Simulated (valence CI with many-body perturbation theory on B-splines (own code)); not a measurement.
## Xe XVI: magnetic and hyperfine properties of the levels

Level of theory: configuration interaction combined with many-body perturbation theory (CI+MBPT): three valence electrons over a frozen Dirac-Fock core [Kr], a basis of 7 s, 7 p, 8 d, 6 f, 4 g, 1 h functions for each j, with the one-electron correlation potential Σ1 (screened to all orders), the two-electron term Σ2, the three-electron term Σ3, Breit, model QED; selected single and double excitations, second order for the rest, scaled by the run's own slope (own B-spline code, finite nucleus).

No measured levels were compared; by estimate terms of the open shell hold to 2 to 4 % of their energy, and close levels can change places. Excitations out of the core, of the other parity, are not computed and may begin above about 64.6 eV (a cautious bound); beyond it only levels of the ground parity were kept, without lifetimes.

A/g_I is the dipole constant over the nuclear g factor μ/I (μ in nuclear magnetons, uniformly magnetised nucleus), B/Q the quadrupole constant per barn. Both hold the static response of the core; the bare values leave it out. Large factors of s and p1/2 electrons are usually good to 5 to 10 %; those of open d and f shells near neutrality can be off by tens of per cent, and small factors of p3/2, d and f electrons come from cancelling terms and can be off by a factor of two or in sign, in half-filled shells by more. B is blank for J = 1/2, where it vanishes, and for nearly pure S terms. Energies count from the lowest level.

Names give the largest LS component (configuration and term), which can be under half, so a name can repeat, a term be missing and a line seem to break the LS rules; names also repeat where a configuration has a term twice. Letters in brackets count levels of one name in rising energy.

```csv
Level,E (cm⁻¹),g,A/g_I (MHz),A/g_I bare,B/Q (MHz/b),B/Q bare
4d³ ⁴F_3/2,0,0.474,5800,5160,-1840,-1730
4d³ ⁴F_5/2,11516,1.035,3040,3000,-1380,-1310
4d³ ⁴F_7/2,21000,1.195,2530,2650,-1100,-1050
4d³ ⁴F_9/2,27422,1.224,2720,2870,-16.3,-34.4
4d³ ⁴P_3/2,29000,1.423,2150,2510,-2040,-1920
4d³ ⁴P_1/2,33104,2.171,-3730,-2560,,
4d³ ²G_7/2,43931,0.941,3390,3240,1730,1640
4d³ ²H_9/2,45450,1.061,2940,2920,3620,3400
4d³ ⁴P_5/2,47340,1.561,429,943,3180,2980
4d³ ²D_3/2 [a],54171,1.169,2760,2860,-3330,-3130
4d³ ²P_1/2,57697,1.163,-376,-269,,
4d³ ²H_11/2,61131,1.090,2920,2940,7240,6810
4d³ ²D_5/2 [a],66770,1.206,2480,2620,-1450,-1370
4d³ ²G_9/2,70211,1.065,2420,2410,2400,2260
4d³ ²F_5/2,77658,0.906,2790,2620,4350,4090
4d³ ²F_7/2,78800,1.131,2880,2930,1870,1770
4d³ ²P_3/2,79195,1.190,2360,2480,539,505
4d³ ²D_3/2 [b],117500,0.805,4910,4620,4210,3960
4d³ ²D_5/2 [b],119550,1.172,2150,2250,2860,2690
4d²5s ⁴F_3/2,917580,0.437,-10800,-9990,792,749
4d²5s ⁴F_5/2,921590,1.009,19300,18000,751,711
4d²5s ⁴F_7/2,936590,1.228,14000,13100,1610,1510
4d²5s ²F_5/2,941320,0.929,-6000,-5350,1680,1590
4d²5s ⁴P_1/2,949030,2.462,75400,70300,,
4d²5s ⁴F_9/2,949140,1.308,12000,11400,3340,3130
4d²5s ⁴P_5/2,955530,1.372,19000,17900,-2170,-2050
4d²5s ⁴P_3/2,956440,1.449,5780,5710,2060,1930
4d²5s ²F_7/2,957510,1.093,-5520,-4800,3890,3670
4d²5s ²D_3/2,961160,1.209,7930,7570,-1410,-1330
4d²5s ²P_1/2,966240,0.884,-17900,-16500,,
4d²5s ²G_9/2,976730,1.135,12300,11600,8930,8420
4d²5s ²G_7/2,978280,0.946,-6560,-5890,7480,7050
4d²5s ²D_5/2,979280,1.372,19100,17900,-2740,-2570
4d²5s ²P_3/2,984630,1.167,-14400,-12900,-2520,-2380
```

(1) Take the isotope of mass number 129, with I = 1/2, μ = -0.77796 μN. What is the hyperfine structure of 4d³ ²G_7/2?

Results:

(1) From the table A = -5270 MHz. Shifts from the centre of gravity in MHz: F = 3: 11900, F = 4: -9220.
